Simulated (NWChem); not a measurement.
BNH₃Br; SMILES NBBr

```xyz
6

B     -0.5958     1.0395     0.0000
H     -1.7826     1.2384     0.0000
Br     0.0316    -0.7861     0.0000
N      0.3163     2.0806     0.0000
H      1.3193     1.9424     0.0000
H      0.0241     3.0493     0.0000
```
Atoms are numbered in this order, from 1.

Computed with NWChem. Pople sets run with spherical d functions. The geometry was optimised at PBE0/def2-SVP. GIAO values for the isolated, static molecule; σ is the absolute isotropic shielding, δ = σ(reference) − σ with the isolated reference molecule computed at the same levels (11B: boron trifluoride, 1H: tetramethylsilane, 15N: ammonia). Spin-orbit effects, on the heavy nuclei and on their neighbours, are missing.

For level PBE0/pcSseg-1:

- σ Br3 (ppm): 2432.1
- δ N4 (ppm): 119.4
- δ H5 (ppm): 4.23
- δ H6 (ppm): 4.32

Problem. Estimate the same quantities for level B3LYP/6-31G*.

Solution. The σ Br3 (ppm) is 2514.5 and the δ N4 (ppm) is 95.7. The δ H5 (ppm) is 3.66 and the δ H6 (ppm) comes out as 3.81.
